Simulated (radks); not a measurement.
Q: K II, 18 electrons, occupied as [Ar] (the NIST ground configuration). Calculated with a radial shooting solver on a logarithmic mesh with Libxc functionals: non-relativistic Kohn-Sham, BP86, spin-polarised, spherical densities, point nucleus. Some entries of the table are withheld. Estimate them.

| orbital | occ. | eigenvalue (eV) | <r> (bohr) | r(max) (bohr) |
|---|---|---|---|---|
| 1s | 2 | -3512.785 | 0.08153 | (1) |
| 2s | 2 | -356.8806 | (2) | 0.3202 |
| 2p | 6 | -286.2975 | (3) | (4) |
| 3s | 2 | (5) | 1.273 | 1.081 |
| 3p | 6 | (6) | 1.426 | 1.156 |

A: 
(1) 1s r(max) (bohr): 0.05351
(2) 2s <r> (bohr): 0.3900
(3) 2p <r> (bohr): 0.3513
(4) 2p r(max) (bohr): 0.2634
(5) 3s eigenvalue (eV): -41.2025
(6) 3p eigenvalue (eV): -24.9747
